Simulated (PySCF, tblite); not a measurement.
Species: C4H7F4PSi.
SMILES with atom numbers: `[F:1]/[C:2]([SiH3:3])=[P:4]/[CH2:5][CH2:6][C:7]([F:8])([F:9])[F:10]` (hydrogens: H11, H12, H13 on Si3; H14, H15 on C5; H16, H17 on C6)

Computed geometry: GFN2-xTB, gas phase.

Q: Give the optimised bond lengths and angles.

A: 
```tsv
bond	length (Å)
F1–C2	1.369
C2–Si3	1.906
C2=P4	1.682
P4–C5	1.878
C5–C6	1.528
C6–C7	1.513
C7–F8, C7–F9, C7–F10	1.342
Si3–H11, Si3–H12, Si3–H13	1.461
C5–H14, C5–H15	1.091
C6–H16, C6–H17	1.093
```

Bonds in one row agree within 0.01 Å and their mean is given. A selection of angles:
```tsv
angle	degrees
F1–C2–Si3	107.9
F1–C2–P4	111.9
Si3–C2–P4	140.1
C2–Si3–H11	111.7
C2–Si3–H12	106.1
H11–Si3–H12	111.6
H11–Si3–H13	110.2
C2–P4–C5	101.9
P4–C5–C6	112.5
P4–C5–H14	111.1
P4–C5–H15	106.5
C6–C5–H14	110.5
C6–C5–H15	107.7
H14–C5–H15	108.3
C5–C6–C7	111.7
C5–C6–H16	111.0
C7–C6–H16	107.4
H16–C6–H17	108.8
C6–C7–F8	112.6
C6–C7–F9	111.8
F8–C7–F9	106.3
```

Dihedral angles: F1–C2–P4–C5 -178° (antiperiplanar); C2–P4–C5–C6 -113° (anticlinal); P4–C5–C6–C7 68° (synclinal); C5–C6–C7–F8 57° (synclinal). The mirror-image conformer, all signs reversed, is as good.

The C–P distances run from 1.682 Å (C2=P4, drawn double) to 1.878 Å (P4–C5, drawn single), a spread of 0.196 Å. P4 (phosphorus bonded to 2 C) is bent (angle 101.9°). The 4 C–F bonds span 1.342 Å (C7–F10, drawn single) to 1.369 Å (F1–C2, drawn single), a spread of 0.027 Å. Of the pairs four or more bonds apart, Si3···H14 is among the closest relative to their van der Waals radii: 2.91 Å, 88 % of the sum of Bondi's values. Si3 (SiH3 silicon) is distorted tetrahedral (angles from 104.8° to 112.2°).

Point group: C1 (no symmetry element, even within 0.4 Å). GFN2-xTB frequencies show an imaginary mode (38i cm⁻¹), so the point is no minimum at that level. 3 starts were optimised and ended at 0.00, 0.08 and 0.35 kcal/mol (GFN2-xTB); the lowest of these is shown.
